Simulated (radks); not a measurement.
Question: All-electron atom: the lutetium ion Lu2+ in [Xe] 4f14 6s1 (the NIST ground configuration). Calculated with a radial shooting solver on a logarithmic mesh with Libxc functionals: scalar-relativistic Kohn-Sham, BLYP, spin-unpolarised, spherical densities, finite nucleus; Fermi nuclear charge, rms radius 5.37 fm. Some entries of the table are withheld. Estimate them.

orbital,occ.,eigenvalue (eV),r(max) (bohr),<r> (bohr)
1s,2,-63249.50,(1),0.01932
2s,2,-10781.53,0.06931,0.08184
2p,6,-9489.232,0.05659,0.07291
3s,2,-2456.303,0.1957,0.2127
3p,6,-2068.370,0.1931,0.2123
3d,10,-1602.041,0.1574,(2)
4s,2,-502.4282,0.4461,0.4780
4p,6,-375.1101,0.4670,0.5079
4d,10,-208.9273,0.4807,0.5477
5s,2,-78.1870,1.042,1.168
5p,6,-48.5909,1.192,(3)
4f,14,-26.6874,0.4684,0.7198
6s,1,-17.7003,2.731,3.052

Answer: 
(1) 1s r(max) (bohr): 0.01214
(2) 3d <r> (bohr): 0.1925
(3) 5p <r> (bohr): 1.380
